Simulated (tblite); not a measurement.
Compound: C6H11FP2.
Z-matrix (Å and degrees, GFN2-xTB geometry), rows numbered from 1:
```
C 
C   1  1.5101
P   2  1.7288  1  117.70
P   3  2.2867  2  136.46  1    62.75
C   3  1.8036  2  108.66  1   -64.92
C   5  1.3261  3  108.89  2   -96.96
F   6  1.3423  5  123.50  3   178.53
C   6  1.4952  5  120.09  3    -0.42
C   8  1.5320  6  107.06  5   -15.22
H   1  1.0933  2  114.16  3   -80.18
H   1  1.0898  2  110.43  3    42.21
H   1  1.0901  2  108.26  3   160.48
H   2  1.0931  1  113.05  3   129.85
H   4  1.3933  3   88.68  2   -45.57
H   4  1.3933  3   89.65  2    46.27
H   5  1.0760  3  125.92  2    82.35
H   8  1.0937  6  108.57  5   104.77
H   8  1.0924  6  110.34  5  -137.48
H   9  1.0941  3  108.80  2  -150.25
H   9  1.0901  3  110.01  2   -30.88
```

Computed with GFN2-xTB (tblite): harmonic, unscaled wavenumbers at the GFN2-xTB geometry, gas phase. Against measured fundamentals such values can be off by several per cent, at times by over 20. Modes of hydrogen on phosphorus can be 10 to 20 % off. One conformer, not necessarily the lowest.

Harmonic wavenumbers (cm⁻¹): 50.4, 75.8, 88.6, 103.9, 122.5, 150.2, 192.5, 213.6, 283.8, 296.3, 369.2, 395.4, 437.0, 473.7, 522.4, 655.9, 675.9, 690.5, 728.0, 754.6, 775.4, 807.2, 864.0, 899.2, 942.9, 996.5, 1022.6, 1041.1, 1088.1, 1099.1, 1103.6, 1116.2, 1156.7, 1206.0, 1230.6, 1261.9, 1310.4, 1403.3, 1412.5, 1451.5, 1487.6, 1503.0, 1673.2, 2253.1, 2313.2, 2914.6, 2933.5, 2936.9, 2954.2, 2978.7, 2984.9, 3002.1, 3007.7, 3112.3.

A = 1363, B = 876.2, C = 707.3 MHz; mass 164.032 u (most abundant isotopes); point group C1, symmetry number 1.

Q: Zero-point energy?

A: ½Σν̃ = 32762 cm⁻¹ = 391.92 kJ/mol.

Q: Give the ideal-gas entropy at 350 K and 1 bar in the rigid-rotor, harmonic-oscillator model (classical rotation).

A: Translation 175.79, rotation 128.86, vibration 177.42: S = 482.1 J/(mol K).

Q: And Cp and H(350 K) − H(0)?

A: Cp = 208.29 J/(mol K), of which vibrations give 175.04 (their classical limit is 54 R = 449.0); H(350 K) − H(0) = 43.73 kJ/mol without the zero-point energy, 32.09 from vibrations.

Q: What must be added to the electronic energy to get the Gibbs energy at 350 K and 1 bar?

A: ZPE + [H(350 K) − H(0)] − T·S = 391.92 + 43.73 − 168.73 = 266.92 kJ/mol.

Q: Blend soft modes into free rotors: weight 1/[1 + (100 cm⁻¹/ν̃)⁴] for the oscillator and the rest for a rotor with moment μB/(μ + B), μ = h/(8π²ν), B = 10⁻⁴⁴ kg m². What vibrational entropy results?

A: 164.00 J/(mol K) in place of 177.42, which changes −T·S at 350 K by +4.70 kJ/mol.

Q: How do the functions run with temperature in this model?

A: 
| T (K) | S (J/(mol K)) | Cp (J/(mol K)) | H − H(0) (kJ/mol) | G − H(0) (kJ/mol) | ln q(vib) |
| --- | --- | --- | --- | --- | --- |
| 150 | 350.2 | 115.6 | 11.30 | -41.23 | 3.81 |
| 250 | 420.1 | 162.2 | 25.17 | -79.85 | 7.12 |
| 298.15 | 450.6 | 184.9 | 33.53 | -100.81 | 8.67 |
| 400 | 511.3 | 229.3 | 54.68 | -149.84 | 11.88 |
| 600 | 617.7 | 295.5 | 107.60 | -263.00 | 17.92 |
| 900 | 750.3 | 357.7 | 206.39 | -468.91 | 26.24 |

q(vib) and H(0) count from the zero-point level.

Q: Which modes carry the vibrational entropy at 350 K?

A: 50.4 cm⁻¹: 21.42; 75.8 cm⁻¹: 18.04; 88.6 cm⁻¹: 16.76; 103.9 cm⁻¹: 15.45; 122.5 cm⁻¹: 14.11; 150.2 cm⁻¹: 12.45 J/(mol K); the other 48 give 79.19 together.

Hindered rotation and anharmonicity are outside this model. Other conformers, if any are populated, would add a mixing term that is left out. The structure is chiral; the term R ln 2 for an equal mix with its mirror image is left out.
